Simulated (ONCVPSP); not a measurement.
**lanthanum: one change to an ONCV potential, before and after**

* Element: La
* Generator: ONCVPSP 4.0.1
* Type: optimised norm-conserving Vanderbilt (ONCV)
* Functional: PBEsol
* Relativity: fully relativistic
* Frozen core: [Kr] 4d10
* Valence charge: 11
* Reference configuration: 5s2 5p6 5d1 6s2
* Partial waves: 5s+6s: rc 2.80 bohr, ncon 5, nbas 8, qcut 5.4 1/bohr, 2 projectors; 5p: rc 2.45 bohr, ncon 3, nbas 7, qcut 6.4 1/bohr, 1 projector; 5d: rc 4.00 bohr, ncon 3, nbas 8, qcut 4.7 1/bohr, 2 projectors, debl 2.6 Ha; f scattering state at 0.11 Ha: rc 2.45 bohr, ncon 3, nbas 8, qcut 4.4 1/bohr, local
* Local potential: the f channel
* Core correction: Teter function, fcfact 4.25, rcfact 1.55

Open shells are filled in proportion to 2j + 1.

In the f channel the program set the typed energies aside and used -0.157 Ha (j = l + 1/2; the other j can differ).

Change: d: debl 0.25.

Cutoffs: the cutoffs (Ha) at which the residual kinetic energy of the hardest occupied pseudo-wave falls to 1 and 0.1 mHa per electron; they do not see the model core or the augmentation charge, which bear on the density cutoff. Errors are all-electron minus pseudo energies relative to the spin-unpolarised reference configuration.

**Question.** Predict the effect on cutoff, ghosts and configuration errors.

**Answer.** The potential gets neither clearly harder nor softer (11 Ha and 14 Ha → 11 Ha and 14 Ha); both files keep a bound ghost (p, s); of the 4 tests that both files solve, the error grows in 3 and shrinks in 0 by more than 15 % and 0.3 meV (median size 3.6 → 5.3 meV); the range in which the d5/2 phases agree widens (upper end 0.3 → 1.7); the range in which the d3/2 phases agree widens (upper end 0.3 → 1.7).

| quantity | base | changed |
| --- | --- | --- |
| cutoff, loose | 11 Ha | 11 Ha |
| cutoff, tight | 14 Ha | 14 Ha |
| bound ghosts | s, p3/2, p1/2 | s, p3/2, p1/2 |
| GHOST(+) flags under 300 eV | d3/2 at 77.4 eV, d5/2 at 77.5 eV | none |
| error for 5s2 5p6 5d1 6s1, meV [ΔE 6.00 eV] | -0.2 | -0.6 |
| error for 5s2 5p6 5d1 6s0, meV [ΔE 16.85 eV] | -5.4 | -8.4 |
| error for 5s2 5p6 5d0 6s0, meV [ΔE 35.74 eV] | -61 | -61 |
| error for 5s2 5p6 5d1.5 6s1.5, meV [ΔE 0.36 eV] | -1.8 | -2.1 |
| s: phases at 2.84 bohr within 0.05 rad from the reference energy up to (Ha; the scan ends near 5) | 1.1 | 1.1 |
| p3/2: phases at 2.49 bohr within 0.05 rad from the reference energy up to (Ha; the scan ends near 5) | -0.4 | -0.4 |
| p1/2: phases at 2.49 bohr within 0.05 rad from the reference energy up to (Ha; the scan ends near 5) | -0.6 | -0.6 |
| d5/2: phases at 4.07 bohr within 0.05 rad from the reference energy up to (Ha; the scan ends near 5) | 0.3 | 1.7 |
| d3/2: phases at 4.07 bohr within 0.05 rad from the reference energy up to (Ha; the scan ends near 5) | 0.3 | 1.7 |
| f7/2: phases at 2.49 bohr within 0.05 rad from the reference energy up to (Ha; the scan ends near 5) | -0.1 | -0.1 |
| f5/2: phases at 2.49 bohr within 0.05 rad from the reference energy up to (Ha; the scan ends near 5) | -0.1 | -0.1 |
| rms error of d²Exc/dni dnj with the model core, mHa | 1.80 | 1.80 |

Base: The cutoffs count occupied waves only; projector 1 of the f channel, the hardest unoccupied one, needs 66 Ha at the loose tolerance. Changed file: The cutoffs count occupied waves only; projector 1 of the f channel, the hardest unoccupied one, needs 66 Ha at the loose tolerance. A true bound ghost makes a file unfit for plane-wave use even where its test errors are small: the radial tests pick states by their node count and pass the ghost by.
